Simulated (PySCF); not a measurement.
**Excitation energy of Ar⁺ by level of theory**

Ar⁺ [Ne] 3s2 3p5 (2P) → Ar⁺ [Ne] 3s1 3p5 3d1 (high-spin determinant), as a difference of total energies. All numbers are calculated (PySCF 2.14, the non-relativistic Hamiltonian (point nucleus), in aug-cc-pV(D+d)Z (5s4p3d, 32 functions)). Correlated levels: valence: [Ne] frozen. The calculations carry no spin-orbit coupling.

```json
{"method": "UHF", "excitation energy (eV)": "33.834"}
{"method": "MP2 (valence)", "excitation energy (eV)": "33.376"}
{"method": "SCS-MP2 (valence)", "excitation energy (eV)": "33.153"}
{"method": "CCSD (valence)", "excitation energy (eV)": "31.484"}
{"method": "CCSD(T) (valence)", "excitation energy (eV)": "30.767"}
```

How much does correlation contribute at CCSD(T) (valence)?

30.767 − (33.834) = -3.067 eV, measured against UHF.

The upper state lies above the first ionisation limit, where it may autoionise and the basis confines it.

The promoted electron is Rydberg-like, and one or two diffuse shells describe it only roughly, which tends to raise the upper state.

The coupled-cluster amplitudes are large for the upper state (T1 above 0.03 or a double amplitude above 0.15), so a single reference is strained.

The determinant of the upper state mixes LS terms, which raises its energy above the lowest term, most at the Hartree-Fock and MP2 levels.
